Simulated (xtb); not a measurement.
A run for xtb: GFN2-xTB on BF2H (SMILES FBF), a point of a bond scan (R = 1.449 Å).

```
$ xtb mol.xyz --gfn 2 --sp --chrg 0 --uhf 0
4

B     -0.23542436    -0.38535740     0.08189990
H     -0.84419732    -1.38183527     0.29368107
F      1.01265724    -0.11415018     0.76722068
F     -0.67460427     0.50643007    -0.78304996
```

The head of its log:

```
[...]
           -------------------------------------------------
          |                Calculation Setup                |
           -------------------------------------------------



           -------------------------------------------------
          |                 G F N 2 - x T B                 |
           -------------------------------------------------

        Reference                      10.1021/acs.jctc.8b01176
      * Hamiltonian:
        H0-scaling (s, p, d)           1.850000    2.230000    2.230000
        zeta-weighting                 0.500000
      * Dispersion:
        s8                             2.700000
        a1                             0.520000
        a2                             5.000000
        s9                             5.000000
      * Repulsion:
        kExp                           1.500000    1.000000
        rExp                           1.000000
      * Coulomb:
        alpha                          2.000000
        third order                    shell-resolved
        anisotropic                    true
        a3                             3.000000
        a5                             4.000000
        cn-shift                       1.200000
        cn-exp                         4.000000
        max-rad                        5.000000


          ...................................................
          :                      SETUP                      :
          :.................................................:
          :  # basis functions                  13          :
          :  # atomic orbitals                  13          :
          :  # shells                            7          :
          :  # electrons                        18          :
          :  max. iterations                   250          :
          :  Hamiltonian                  GFN2-xTB          :
          :  restarted?                      false          :
          :  GBSA solvation                  false          :
          :  PC potential                    false          :
          :  electronic temp.          300.0000000     K    :
          :  accuracy                    1.0000000          :
          :  -> integral cutoff          0.2500000E+02      :
          :  -> integral neglect         0.1000000E-07      :
          :  -> SCF convergence          0.1000000E-05 Eh   :
          :  -> wf. convergence          0.1000000E-03 e    :
          :  Broyden damping             0.4000000          :
          :  net charge                          0          :
          :  unpaired electrons                  0          :
          ...................................................

 iter      E             dE          RMSdq      gap      omega  full diag
   1    -11.2099443 -0.112099E+02  0.106E+01    6.86       0.0  T
   2    -11.3080987 -0.981545E-01  0.668E+00    4.77       1.0  T
```

Task: Predict the final total energy.

Result: -11.2925 hartree.
